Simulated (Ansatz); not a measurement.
`[SiH3]OB(S)S` + `CNB[SiH3]` → `[SiH3]BN[SiH3]` + `COB(S)S`  (redistribution)

Calculated with Ansatz (gas phase, PBE0-D4/def2-TZVP geometries, no zero-point term in ΔE). CCSD(T)/CBS adds triple-zeta CCSD(T) − MP2 to the extrapolated MP2 energy (def2 sets, frozen cores). DFT in def2-TZVPP. B3LYP here is the variant with VWN-RPA as its local correlation; programs differ in this. One conformer a species, not always the lowest.

`[SiH3]OB(S)S`:

Z-matrix (Å, degrees):
```
Si
O 1 1.653
H 1 1.481 2 107.6
H 1 1.484 2 110.5 3 -120.4
H 1 1.482 2 108.0 3 118.9
B 2 1.351 1 138.1 3 125.9
S 6 1.814 2 120.4 1 179.2
S 6 1.822 2 120.4 1 -0.9
H 7 1.343 6 95.5 2 0.1
H 8 1.342 6 96.3 2 180.0
```

`CNB[SiH3]`:

Cartesian coordinates in Å:
```
C 1.396 0.063 -1.612
N 0.552 0.324 -0.467
B -0.358 -0.544 0.112
Si -1.437 0.029 1.714
H 1.189 0.764 -2.426
H 1.205 -0.948 -1.969
H 2.455 0.146 -1.352
H 0.672 1.248 -0.080
H -0.472 -1.634 -0.378
H -2.902 -0.025 1.440
H -1.184 -0.850 2.892
H -1.115 1.429 2.128
```

`[SiH3]BN[SiH3]`:

```xyz
12

Si   -0.546   -1.817   -0.143
B    -0.848   -0.119    0.916
N    -0.183    1.086    0.666
Si    1.019    1.414   -0.566
H     0.460   -1.697   -1.239
H    -1.828   -2.263   -0.760
H    -0.090   -2.907    0.767
H    -1.646   -0.146    1.814
H    -0.418    1.867    1.264
H     2.211    0.550   -0.386
H     0.459    1.195   -1.922
H     1.408    2.839   -0.410
```

`COB(S)S`:

```xyz
10

C    -0.738    1.062   -0.989
O    -0.425   -0.273   -0.640
B     0.332   -0.572    0.437
S     0.688   -2.309    0.820
S     0.997    0.748    1.503
H    -1.347    1.031   -1.892
H    -1.305    1.551   -0.191
H     0.170    1.637   -1.188
H    -0.003   -2.807   -0.219
H     1.631   -0.066    2.360
```

```json
{"level": "PBE-D4", "ΔE (kcal/mol)": "17.3", "difference from CCSD(T)/CBS": "-1.0"}
{"level": "r2SCAN-D4", "ΔE (kcal/mol)": "18.0", "difference from CCSD(T)/CBS": "-0.3"}
{"level": "PBE0-D4", "ΔE (kcal/mol)": "17.7", "difference from CCSD(T)/CBS": "-0.6"}
{"level": "B3LYP-D4", "ΔE (kcal/mol)": "18.2", "difference from CCSD(T)/CBS": "-0.1"}
{"level": "ωB97X-V", "ΔE (kcal/mol)": "17.4", "difference from CCSD(T)/CBS": "-0.9"}
{"level": "B2PLYP", "ΔE (kcal/mol)": "18.8", "difference from CCSD(T)/CBS": "0.5"}
{"level": "PBE", "ΔE (kcal/mol)": "17.8", "difference from CCSD(T)/CBS": "-0.5"}
{"level": "r2SCAN", "ΔE (kcal/mol)": "18.1", "difference from CCSD(T)/CBS": "-0.2"}
{"level": "PBE0", "ΔE (kcal/mol)": "18.1", "difference from CCSD(T)/CBS": "-0.2"}
{"level": "B3LYP", "ΔE (kcal/mol)": "19.0", "difference from CCSD(T)/CBS": "0.7"}
{"level": "MP2/def2-TZVPP", "ΔE (kcal/mol)": "18.6", "difference from CCSD(T)/CBS": "0.3"}
{"level": "CCSD/def2-TZVPP", "ΔE (kcal/mol)": "18.3", "difference from CCSD(T)/CBS": "0.0"}
{"level": "CCSD(T)/def2-TZVPP", "ΔE (kcal/mol)": "18.0", "difference from CCSD(T)/CBS": "-0.3"}
{"level": "MP2/def2-QZVPP", "ΔE (kcal/mol)": "18.8", "difference from CCSD(T)/CBS": "0.5"}
{"level": "SCS-MP2/def2-QZVPP", "ΔE (kcal/mol)": "18.8", "difference from CCSD(T)/CBS": "0.5"}
{"level": "CCSD/CBS(def2)", "ΔE (kcal/mol)": "18.5", "difference from CCSD(T)/CBS": "0.2"}
{"level": "CCSD(T)/CBS", "ΔE (kcal/mol)": "18.3", "difference from CCSD(T)/CBS": "0"}
```

Largest T1 diagnostic among the species: 0.014.

The D4 term adds −0.9 kcal/mol with B3LYP and −0.4 kcal/mol with PBE0; it sums over pairs of atoms, weighted by their polarisabilities, and B3LYP, whose exchange is more repulsive, gets the larger term. In def2-TZVPP, CCSD(T) changes the Hartree–Fock value by −1.3 kcal/mol (the triples alone add −0.3 kcal/mol) and MP2 by −0.8 kcal/mol.

CCSD(T)/CBS has its own doubt, a few kJ/mol and more with outer-core shells, so smaller differences from it don't rank the levels.
